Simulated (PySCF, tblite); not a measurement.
C2H11FSi3.
Z-matrix (Å and degrees, GFN2-xTB geometry), rows numbered from 1:
```
C 
Si  1  1.9180
Si  2  2.3383  1  110.58
Si  2  2.3385  1  109.90  3   133.35
C   2  1.9413  1  102.73  3  -112.97
F   5  1.3851  2  109.15  1   179.38
H   1  1.0872  2  111.84  3   173.44
H   1  1.0861  2  110.61  3   -66.96
H   1  1.0871  2  111.99  3    52.79
H   3  1.4671  2  110.16  1    99.60
H   3  1.4630  2  112.87  1  -140.58
H   3  1.4686  2  113.36  1   -19.36
H   4  1.4636  2  113.66  1   128.05
H   4  1.4667  2  110.24  1  -111.57
H   4  1.4687  2  112.67  1     7.01
H   5  1.0935  2  113.33  1    61.37
H   5  1.0933  2  113.50  1   -62.51
```

Jobs on this species (17 atoms, 74 electrons) with PySCF (density fitting) and tblite. Hardware of each: one thread, Arm Neoverse N1 (aarch64), shared host. Times come from a shared host and carry two figures at best.

| level and settings | work | basis functions | SCF cycles | wall time |
| --- | --- | --- | --- | --- |
| GFN2-xTB | L-BFGS relaxation | – | – | ? |
| PBE0/pcSseg-1 | shieldings, charges and field gradients, density and orbital grids written | 178 | ? | ? |
| CAM-B3LYP/def2-SVPD | 8 singlets by full TDDFT, 3 Tamm–Dancoff triplets, polarisability | 223 | 12 | 94 s |
| GFN2-xTB | Hessian by finite differences | – | – | 1.2 s |

Task: Fill in the missing figures.

Result: 
- GFN2-xTB; L-BFGS relaxation: 1.8 s
- PBE0/pcSseg-1; shieldings, charges and field gradients, density and orbital grids written: 60 s, 12 SCF cycles

Task: What do all jobs in the table cost together?

Result: About 2.6 min; the longest takes about 60 % of that, and about 78 times as long as the shortest.
